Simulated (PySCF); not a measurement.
disiloxane cation (H6OSi2), SMILES [SiH3]O[SiH3] (connectivity only; charge and spin as stated), charge +1, multiplicity 2.

Geometry optimised at PBE0-D3(BJ)/def2-SVP. The geometry has at least one imaginary mode, so it is a saddle point at that level. The spin state was assumed, not searched.

Two levels are set side by side: PBE/def2-TZVPD (PySCF) and CAM-B3LYP/def2-TZVPD (PySCF). Same geometry, gas phase. Differences are taken from unrounded values.

```
quantity                      PBE
---------------------------  ----
α-spin orbital gap (eV)      6.70
β-spin orbital gap (eV)      0.45
mean polarisability (bohr³)  82.3
```

Question: These are the PBE values. What does CAM-B3LYP give? (Estimate from the structure and the level; the computed values follow.)

Answer: 
```
quantity                     CAM-B3LYP  PBE minus CAM-B3LYP
---------------------------  ---------  -------------------
α-spin orbital gap (eV)          11.64                -4.94
β-spin orbital gap (eV)           4.77                -4.32
mean polarisability (bohr³)       89.8                 -7.5
```
